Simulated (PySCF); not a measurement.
ClSi, SMILES [Si]Cl (connectivity only; charge and spin as stated), neutral, multiplicity 2.

Geometry: B3LYP-D3(BJ)/def2-TZVPD.

Level of theory: SMD-PBE0/6-31G* (PySCF).

Solvation free energies are E(SMD) − E(gas) at the gas-phase geometry, for 1 M in both phases. In vacuum the dipole moment is 1.14 D.

```tsv
solvent	ΔG(solv) (kcal/mol)	its non-electrostatic (CDS) part	dipole (D)
water	-1.1	0.4	1.47
n-hexane	-2.4	-1.9	1.26
diethylether	-2.9	-1.9	1.37
```
